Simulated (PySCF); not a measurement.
Harmonic spectrum computed at PBE0 in the def2-TZVP basis family (core potentials from Rb on, PySCF, no spin–orbit coupling):

| symmetry | ω (cm⁻¹) | IR (km/mol) |
| --- | --- | --- |
| a'' | 527 | 144 |
| a' | 576 | 129 |
| a' | 603 | 61.5 |
| a' | 811 | 26.0 |
| a' | 1663 | 530 |
| a' | 3891 | 62.6 |

Which molecule gave it? In each, all ligands are bound to the one heavy central atom.
A. HAs(OH) (doublet)
B. HSn(OH) (singlet)
C. HIn(OH) (doublet)
D. HGe(OH) (singlet)

B. It has Cs symmetry with O–H 0.960 Å, Sn–H 1.795 Å, Sn–O 1.981 Å.
